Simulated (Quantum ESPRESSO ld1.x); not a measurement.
Task: All-electron atom: a nucleus of charge 9.5 with 9 electrons in [He] 2s2 2p5. Method: scalar-relativistic Kohn-Sham, revPBE, spin-unpolarised, spherical densities, point nucleus; computed with ld1.x of Quantum ESPRESSO 7.5. Some entries of the table are withheld. Estimate them.

orbital,occ.,eigenvalue (eV),<r^2> (bohr^2),<1/r> (bohr^-1)
1s,2,-755.169,(1),9.135
2s,2,-41.863,(2),1.575
2p,5,-20.690,1.260,1.406

Result: 
(1) 1s <r^2> (bohr^2): 0.03742
(2) 2s <r^2> (bohr^2): 1.045
